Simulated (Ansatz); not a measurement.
Reaction (formal exchange of groups at the Si–C bond): `[SiH3]C1=CC1` + `[CH3][AlH][TeH]` → `[SiH3][CH2][AlH][TeH]` + `C1=CC1`

Computed with Ansatz on PBE0-D4/def2-TZVP structures; ΔE is electronic, products minus reactants. CCSD(T)/CBS is the MP2 limit (def2-TZVPP, def2-QZVPP) plus CCSD(T) − MP2 in def2-TZVPP, frozen cores. This one scheme is used for every species. DFT in def2-TZVPP. B3LYP here is the variant with VWN-RPA as its local correlation; programs differ in this. def2 core potentials past Kr. For Te outer-core shells are correlated without core-valence functions, which leaves a few kJ/mol of doubt a bond. Each species was taken in one conformer, which may not be the lowest.

| level | ΔE (kcal/mol) | difference from CCSD(T)/CBS |
| --- | --- | --- |
| PBE-D4 | 3.8 | 0.6 |
| PBE0-D4 | 3.3 | 0.1 |
| B3LYP-D4 | 4.3 | 1.1 |
| ωB97X-V | 3.4 | 0.2 |
| ωB97M-V | 3.2 | 0.0 |
| B2PLYP | 4.8 | 1.6 |
| PBE | 4.5 | 1.3 |
| r2SCAN | 4.3 | 1.1 |
| PBE0 | 4.0 | 0.8 |
| HF/def2-TZVPP | 5.2 | 2.0 |
| MP2/def2-TZVPP | 3.6 | 0.4 |
| SCS-MP2/def2-TZVPP | 4.0 | 0.8 |
| CCSD/def2-TZVPP | 3.5 | 0.3 |
| CCSD(T)/def2-TZVPP | 3.4 | 0.2 |
| MP2/def2-QZVPP | 3.5 | 0.3 |
| SCS-MP2/def2-QZVPP | 3.9 | 0.7 |
| CCSD(T)/CBS | 3.2 | 0 |

Largest T1 diagnostic among the species: 0.011.

In def2-TZVPP, CCSD(T) changes the Hartree–Fock value by −1.8 kcal/mol (the triples alone add −0.1 kcal/mol) and MP2 by −1.6 kcal/mol. The D4 term adds −1.1 kcal/mol with B3LYP and −0.7 kcal/mol with PBE0; it sums over pairs of atoms, weighted by their polarisabilities, and B3LYP, whose exchange is more repulsive, gets the larger term.
